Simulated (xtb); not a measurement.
xtb input:

```bash
xtb mol.xyz --gfn 2 --sp --chrg 0 --uhf 0
```
mol.xyz:
```
12

N      1.80042323     0.43294750    -0.25388330
C      0.57349277     0.13340330     0.48361393
C     -0.55146146    -0.21477056    -0.47993405
N     -1.77873919    -0.51303223     0.25750517
H      2.58130902     0.55519404     0.37861001
H      1.70399252     1.29568317    -0.77734141
H      0.23887006     0.95478070     1.13787577
H      0.75705692    -0.72728797     1.12901141
H     -0.26187200    -1.10155674    -1.04630088
H     -0.66119244     0.60496401    -1.20841610
H     -2.50030647    -0.85435721    -0.36508019
H     -2.14183376     0.32137664     0.70420897
```

Q: What final total energy does it print?

A: -14.16836 Eh (GFN2-xTB).
